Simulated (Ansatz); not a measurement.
Cost and result up the ladder for Mg8S8 (started as a model of: 2x2x4 MgS rock-salt block) (16 atoms). Charge 0, multiplicity 1. Geometry: r2SCAN-D4/def2-SVP.

```tsv
atom	x (Å)	y (Å)	z (Å)
Mg1	1.251	-2.450	2.612
S2	0.790	-2.181	0.266
Mg3	0.070	-1.016	-1.762
S4	-0.482	-0.489	-4.118
S5	2.744	-0.601	3.089
Mg6	1.822	0.104	0.901
S7	1.600	1.030	-1.354
Mg8	0.476	1.618	-3.398
S9	-0.847	-1.831	3.655
Mg10	-1.182	-0.925	1.374
S11	-2.193	-0.270	-0.755
Mg12	-2.267	0.678	-2.965
Mg13	0.539	0.155	3.752
S14	-0.196	1.421	1.843
Mg15	-0.710	1.837	-0.513
S16	-1.415	2.921	-2.625
```

Ansatz on 4 threads of Arm Neoverse V1 on a shared host. Times are rough, and most runs start from the orbitals of an earlier one. PBE0-D4/def2-SVP serves as the yardstick here, not as an exact answer. Differences are given only for rows in sets of like size (and for xTB, whose basis is part of the method), since another set adds its own error. Binding counts from free atoms at the same level (Mg singlet, S triplet; other spins of the atoms weren't run), without zero-point energy or a counterpoise term.

B3LYP takes the VWN-RPA correlation. Correlated methods freeze 48 core orbitals; core or outer-core shells of Mg are correlated, in sets that lack core-valence functions.

Correlated methods converge slowly with the basis, most of all in double-zeta sets.

| level | functions | binding energy per atom (eV) | difference from PBE0-D4/def2-SVP (eV) |
| --- | --- | --- | --- |
| B3LYP-D4/6-31G | 208 | 2.84 | – |
| r2SCAN-D4/def2-SVP (with forces) | 288 | 3.46 | 0.11 |
| HF/STO-3G | 144 | 3.71 | – |
| RPA@PBE/def2-SVP | 288 | 2.78 | -0.56 |
| PBE-D4/def2-SVP (with forces) | 288 | 3.35 | 0.01 |
| HF/6-31G | 208 | 2.01 | – |
| PBE0-D4/def2-SVP | 288 | 3.34 | 0.00 |
| MP2/def2-SVP | 288 | 3.19 | -0.16 |

Problem. Estimate how long each takes.

Solution. HF/STO-3G 3 s; HF/6-31G 8.5 s; B3LYP-D4/6-31G 18 s; PBE-D4/def2-SVP (with forces) 20 s; MP2/def2-SVP 28 s; RPA@PBE/def2-SVP 30 s; PBE0-D4/def2-SVP 35 s; r2SCAN-D4/def2-SVP (with forces) 51 s. On shared hardware such times vary by a factor of up to 3.
